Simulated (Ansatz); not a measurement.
Two structures of SnNH$_{5}$S, closed shell, reached by relaxing down either side of one saddle point (PBE0-D4/def2-TZVP). Energies are electronic, without zero-point energy. Computed with Ansatz 0.2.0 (basis: def2-TZVPP and def2-QZVPP); correlated methods freeze the cores. Filled d shells of the heavier atoms are correlated. Core potentials replace the inner electrons of the atoms past krypton. The def2 sets are not built for correlating such inner shells, so the correlated values are less sure here. Extrapolation: Hartree–Fock as exp(−7.88 √X), correlation as X^−2.97. First:

```csv
atom,x (Å),y (Å),z (Å)
Sn1,-0.6470,0.2681,0.2868
N2,1.3742,0.2405,0.1982
S3,-1.3615,-1.1238,-1.5293
H4,-0.5098,-2.1071,-1.1925
H5,-1.3919,1.7803,-0.0061
H6,-1.0459,-0.3832,1.8118
H7,1.8272,0.5935,1.0315
H8,1.7546,0.7317,-0.6003
```

Second:

Sn1  (-1.205, 0.124, 0.232)
N2  (1.101, -0.037, -0.147)
S3  (-1.818, -1.537, -1.134)
H4  (1.094, -0.809, -0.812)
H5  (-1.288, 1.798, -0.154)
H6  (-1.070, -0.006, 1.942)
H7  (1.658, -0.303, 0.659)
H8  (1.529, 0.771, -0.586)
(Å)

Q: Which bonds change from the first to the second?

A: SnNH₅S ([NH2][SnH2][SH]) → SnH₂S ([S][SnH2]) + NH₃ (still joined by a long Sn–N bond); bonds formed: N2–H4; bonds broken: S3–H4; bonds weakened to dative contacts: Sn1–N2.

Q: Give the saddle point's structure and its height above each. (To be estimated.)

A: Computed: 0.918 eV above the first and 0.788 eV above the second (CCSD(T) at an estimated basis limit (MP2 extrapolated from triple and quadruple zeta, plus CCSD(T) − MP2 in triple zeta)).
Sn1  (-0.986, 0.273, 0.337)
N2  (1.074, -0.026, -0.134)
S3  (-1.127, -1.494, -1.170)
H4  (0.394, -0.982, -0.887)
H5  (-1.411, 1.864, -0.116)
H6  (-1.189, 0.028, 2.016)
H7  (1.687, -0.367, 0.599)
H8  (1.558, 0.705, -0.645)
(Å)

The T1 diagnostic stays at or below 0.015.

Labels in which every atom is bracketed show which atoms are joined, not bond orders.

For scale, one of the runs: CCSD(T)/def2-TZVPP, 193 basis functions, launched by `ansatz run in.yaml --threads 4 --pin off --events-out ev --progress --plain --max-ram 9574MiB`. The run took 64 s on 4 CPU threads of an Intel Xeon (shared host), with 2.4 GiB of host memory at its peak.
